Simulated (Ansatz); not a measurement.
Geometry optimisation, Ansatz, RKS r2SCAN-D4/def2-SVP.

The input (input.yaml):

```yaml
crystal:
  periodic: [false, false, false]
  atoms:
    - { symbol: C, position_ang: [-0.9917, -0.5734, 0.7035] }
    - { symbol: C, position_ang: [0.3442, -0.4962, 0.1709] }
    - { symbol: O, position_ang: [0.4259, -0.4908, -1.2596] }
    - { symbol: Si, position_ang: [1.0806, 0.9803, -0.6915] }
    - { symbol: F, position_ang: [-0.0655, 2.0749, -1.0872] }
    - { symbol: H, position_ang: [-1.754, 0.023, 0.054] }
    - { symbol: H, position_ang: [-1.0569, -0.0889, 1.6987] }
    - { symbol: H, position_ang: [-1.3435, -1.5491, 0.7607] }
    - { symbol: H, position_ang: [1.04, -1.0785, 0.7886] }
    - { symbol: H, position_ang: [2.4041, 1.1476, -1.1352] }
basis:
  gaussian: { orbitals: def2-SVP }
hamiltonian:
  xc: r2scan
  dispersion: d4
relax:
  f_tol: 0.02
  max_steps: 50
output:
  orbitals: {}
```

Command:

```bash
$ ansatz run input.yaml --threads 2 --pin off --max-ram 3072MiB --backend cpu --events-out ev --progress --plain --runs-dir out
```

Task: Where does it end, and by what steps?

Result: It converged. After 9 steps the energy has fallen by 0.687 eV; H7 moved furthest, 0.25 Å.

```json
{"step": "0", "energy less start (eV)": "0.0000", "largest force component (eV/Å)": "3.821", "accepted": "yes"}
{"step": "1", "energy less start (eV)": "-0.4900", "largest force component (eV/Å)": "1.530", "accepted": "yes"}
{"step": "2", "energy less start (eV)": "-0.6361", "largest force component (eV/Å)": "0.698", "accepted": "yes"}
{"step": "3", "energy less start (eV)": "-0.6422", "largest force component (eV/Å)": "1.172", "accepted": "yes"}
{"step": "4", "energy less start (eV)": "-0.6830", "largest force component (eV/Å)": "0.213", "accepted": "yes"}
{"step": "5", "energy less start (eV)": "-0.6863", "largest force component (eV/Å)": "0.085", "accepted": "yes"}
{"step": "6", "energy less start (eV)": "-0.6870", "largest force component (eV/Å)": "0.033", "accepted": "yes"}
{"step": "7", "energy less start (eV)": "-0.6873", "largest force component (eV/Å)": "0.022", "accepted": "yes"}
{"step": "8", "energy less start (eV)": "-0.6873", "largest force component (eV/Å)": "0.031", "accepted": "yes"}
{"step": "9", "energy less start (eV)": "-0.6875", "largest force component (eV/Å)": "0.007", "accepted": "yes"}
```

```xyz
10
Properties=species:S:1:pos:R:3
C -1.042 -0.524 0.746
C 0.376 -0.431 0.255
O 0.505 -0.646 -1.241
Si 0.991 0.888 -0.827
F 0.021 2.105 -1.265
H -1.706 0.184 0.226
H -1.084 -0.307 1.825
H -1.436 -1.542 0.586
H 1.079 -1.085 0.796
H 2.379 1.307 -1.098
```

Whether the end is a true minimum wasn't checked by a vibrational analysis.

Run time: 17 s on 2 threads of Intel(R) Xeon(R) 6975P-C (Granite Rapids), on a shared host, peak memory 0.18 GiB.
